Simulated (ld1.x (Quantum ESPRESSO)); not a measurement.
## Configuration tests for tin (Sn) (PAW)

```
Element                 : Sn
Generator               : ld1.x (Quantum ESPRESSO) 7.5
Type                    : PAW
Functional              : PBE
Relativity              : scalar-relativistic
Frozen core             : [Kr] 4d10
Valence charge          : 4
Reference configuration : 5s2 5p1 (charge +1)
Partial waves           : 5s (bound): rcut 1.90, rcutus 2.25 bohr; 5s channel at -0.45 Ry: rcut 1.90, rcutus 2.25 bohr; 5p (bound): rcut 1.75, rcutus 2.25 bohr; 5p channel at -0.25 Ry: rcut 1.75, rcutus 2.25 bohr
Local potential         : all-electron potential smoothed inside 1.80 bohr (lloc = -2)
Core correction         : Bessel-smoothed model core, default radius (core density twice the valence density)
Augmentation charge     : PSQ, inside the norm-conserving radii
```

Energies are relative to the spin-unpolarised reference configuration 5s2 5p1; without spin polarisation the order of configurations can differ from experiment. Not all tests gave a result: test run stopped at test 5 of 7 (negative rho). The frozen-core shift is the all-electron ΔE with the core orbitals held at their reference shape minus the fully relaxed ΔE.

```
valence configuration  charge  ΔE all-electron (eV)  error AE − PS (meV)  frozen-core shift (meV)
              5s2 5p0      +2                13.952                  -34                      +34
            5s2 5p2.3    -0.3                -7.724                 -9.0                     +9.5
```

Question: What are ΔE and the potential's error for 5s2 5p2?

Answer: ΔE = -6.875 eV all-electron; the error (AE − PS) is -6.8 meV.

Question: What are ΔE and the potential's error for 5s1 5p0?

Answer: ΔE = 44.924 eV all-electron; the error (AE − PS) is -301 meV.

Levels in the configuration 5s1 5p0:

| level | all-electron (eV) | pseudo (eV) |
| --- | --- | --- |
| 5s | -35.961 | -36.398 |

Note: ghost state, extra bound levels that the all-electron valence spectrum of the same l lacks: d at -5.6 eV. A true bound ghost makes a file unfit for plane-wave use.
